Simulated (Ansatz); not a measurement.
Isomers of C$_{3}$H$_{6}$GeS, relaxed with PBE0-D4/def2-TZVP in Ansatz; electronic energies, one conformer each and not always the lowest. Functionals use def2-TZVPP; CBS adds triple-zeta CCSD(T) − MP2 to the MP2 limit of def2-TZVPP and def2-QZVPP.

Outer-core shells of Ge are correlated without core-valence functions. Scalar relativity is left out up to krypton. Spin–orbit coupling is left out.

(1) Order them by energy at frozen-core CCSD(T)/CBS, lowest first. (Best estimate.)
A. `CC#C[S][GeH3]`
B. `[GeH3]/[CH]=C1\CS1`
C. `C1=[CH][GeH2][S]C1`

(2) How do HF/CBS(def2), MP2/CBS(def2), PBE0-D4, PBE-D4 place them (kcal/mol, against `C1=[CH][GeH2][S]C1`)? (Estimate.)

## Answers

(1) C (0.0 kcal/mol), A (35.3 kcal/mol), B (42.3 kcal/mol).

(2) The calculation gave: 
```tsv
isomer	HF/CBS(def2)	MP2/CBS(def2)	PBE0-D4	PBE-D4
`[GeH3]/[CH]=C1\CS1`	44.2	41.7	40.7	37.4
`CC#C[S][GeH3]`	29.8	34.2	36.2	33.5
```
